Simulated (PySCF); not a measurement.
## Static response to an electric field

Species: C₇H₁₁NO.
Geometry (PBE0-D3(BJ)/def2-SVP, Å), atoms numbered from 1 in this order:
```
atom  x, y, z in Å
O1     1.716    1.991   -0.584
C2     2.312    1.215    0.126
N3     1.991   -0.094    0.291
C4     0.940   -0.706   -0.449
C5     0.120   -1.784    0.200
C6    -0.487   -0.449   -0.068
C7    -1.549   -0.011   -1.067
C8    -1.642    1.315   -0.278
C9    -0.930    0.631    0.909
H10    3.203    1.509    0.733
H11    2.612   -0.674    0.841
H12    1.130   -0.803   -1.526
H13   -0.176   -2.640   -0.412
H14    0.344   -2.024    1.245
H15   -2.468   -0.613   -0.982
H16   -1.251    0.041   -2.125
H17   -0.992    2.083   -0.721
H18   -2.643    1.732   -0.101
H19   -0.143    1.196    1.429
H20   -1.639    0.236    1.655
```

Level: PBE0/def2-SVPD (PySCF), static field, nuclei fixed, core orbitals frozen in the response. The polarisability tensor in these axes (au):

```
x   95.28 -0.24  5.89
y   -0.24 94.62 -2.20
z    5.89 -2.20 79.27
```

**Question.** What are the eigenvalues, a third of the trace, and Δα (Δα² = ½Σ(αi − αj)² over the three pairs)?

**Answer.** Principal values 77.10, 94.55 and 97.52 au; mean 89.72 au = 13.30 Å³ = 14.79 × 10⁻⁴⁰ C²·m²/J; Δα = 19.11 au (21 % of the mean).

**Question.** What is the dipole moment, and where does it point?

**Answer.** (0.74, -3.05, 1.59) D, 3.52 D in size, pointing from the negative to the positive side. Measured along this direction, the outermost atoms are H17 at the negative end and H14 at the positive end.

**Question.** Orientational against electronic polarisability at 500 K (dilute gas, rigid molecules)?

**Answer.** In Gaussian units μ²/3kT = 59.75 Å³ against 13.30 Å³, a ratio of 4.49; the Debye molar polarisation (4π/3)N_A(α + μ²/3kT) is 184.3 cm³/mol, leaving out the vibrational part.

**Question.** What molar refraction does this α imply?

**Answer.** Lorentz–Lorenz: R = (4π/3)N_A α = 2.5225 cm³/(mol·Å³) × 13.30 Å³ = 33.5 cm³/mol, in the limit of long wavelengths.

**Question.** Give the principal axes and the span of the nuclei along them.

**Answer.** Largest value along (0.89, -0.32, 0.33), where the nuclei span 5.75 Å; middle along (0.34, 0.94, 0.00), 5.04 Å; least along (-0.30, 0.11, 0.95), 3.97 Å. The response follows the extents in order.

**Question.** What are the principal values of the traceless quadrupole moment, Θ = ½Σq(3rr − r²1), about the centre of nuclear charge?

**Answer.** -11.07, 0.18, 10.89 D·Å. The values depend on the origin, since the dipole doesn't vanish. The electronic extent ⟨r²⟩ about the same centre is 1145 bohr², a root-mean-square distance of 2.17 Å for the 68 electrons.

Geometry: PBE0-D3(BJ)/def2-SVP, one conformer, isolated molecule.
